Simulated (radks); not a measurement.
Results of a calculation; reference values are marked as such.
Ionisation ladder of dysprosium, from Dy44+ to Dy65+. Each ion is in the ground configuration listed by NIST, and IE = E(next ion) - E(this ion), with E = 0 for the bare nucleus. Level of theory: Dirac Kohn-Sham, BLYP, spin-unpolarised, spherical densities, finite nucleus; open shells fill j = l - 1/2 first; Fermi nuclear charge, rms radius 5.2218 fm (a radial shooting solver on a logarithmic mesh with Libxc functionals).

species  configuration  E (hartree)  IE, Delta-SCF (eV)  -e(HOMO) (eV)   HOMO  <r> HOMO (bohr)  IE, NIST (eV)    kind  error (eV)
Dy44+         [Ar] 3d4  -10585.5112              3608.7         3549.0  3d3/2            0.193           3607  theory        +1.7
Dy45+         [Ar] 3d3  -10452.8956              3729.0         3668.6  3d3/2            0.191           3725  theory        +4.0
Dy46+         [Ar] 3d2  -10315.8581              3850.7         3789.6  3d3/2            0.189           3852  theory        -1.3
Dy47+         [Ar] 3d1  -10174.3479              3973.7         3912.0  3d3/2            0.188           3970  theory        +3.7
Dy48+             [Ar]  -10028.3160              4310.4         4256.8  3p3/2            0.216           4303  theory        +7.4
Dy49+     [Ne] 3s2 3p5   -9869.9111              4418.0         4364.1  3p3/2            0.215           4407  theory       +11.0
Dy50+     [Ne] 3s2 3p4   -9707.5520              4526.1         4472.0  3p3/2            0.213           4523  theory        +3.1
Dy51+     [Ne] 3s2 3p3   -9541.2200              4634.6         4580.3  3p3/2            0.212           4629  theory        +5.6
Dy52+     [Ne] 3s2 3p2   -9370.9010              4961.2         4904.0  3p1/2            0.201           4945  theory       +16.2
Dy53+     [Ne] 3s2 3p1   -9188.5790              5075.7         5018.5  3p1/2            0.200           5066  theory        +9.7
Dy54+         [Ne] 3s2   -9002.0523              5317.7         5264.9  3s1/2            0.211           5296  theory       +21.7
Dy55+         [Ne] 3s1   -8806.6310              5421.4         5370.0  3s1/2            0.210           5412  theory        +9.4
Dy56+             [Ne]   -8607.3979             12105.1        11958.4  2p3/2           0.0796          12081  theory       +24.1
Dy57+     [He] 2s2 2p5   -8162.5433             12399.9        12252.2  2p3/2           0.0791          12370  theory       +29.9
Dy58+     [He] 2s2 2p4   -7706.8552             12696.5        12547.9  2p3/2           0.0786          12690  theory        +6.5
Dy59+     [He] 2s2 2p3   -7240.2691             12994.4        12845.2  2p3/2           0.0781          12986  theory        +8.4
Dy60+     [He] 2s2 2p2   -6762.7351             14190.1        14026.7  2p1/2           0.0711          14144  theory       +46.1
Dy61+     [He] 2s2 2p1   -6241.2603             14516.4        14353.4  2p1/2           0.0706          14495  theory       +21.4
Dy62+         [He] 2s2   -5707.7941             14989.1        14858.4  2s1/2           0.0850          14936  theory       +53.1
Dy63+         [He] 2s1   -5156.9565             15239.8        15118.1  2s1/2           0.0846        15228.1  theory       +11.7
Dy64+             [He]   -4596.9060               62030          61480  1s1/2           0.0210        61736.6  theory      +293.2
Dy65+              1s1   -2317.3522               63058          62571  1s1/2           0.0209        63073.2  theory       -14.9

Reference values: NIST Atomic Spectra Database (exp. = measured, semi-emp. = semi-empirical, theory = theoretical value adopted there). The ionisation energy per charge of the ion left behind rises most, in proportion, at Dy64+ ([He]), from 238.12 to 954.30 eV. Spin polarisation and multiplet splitting are left out, so open shells lie too high by an amount that depends on their filling.

Beside tabulated values, note that spin-unpolarised runs miss the spin-polarisation part of the exchange energy of open shells.
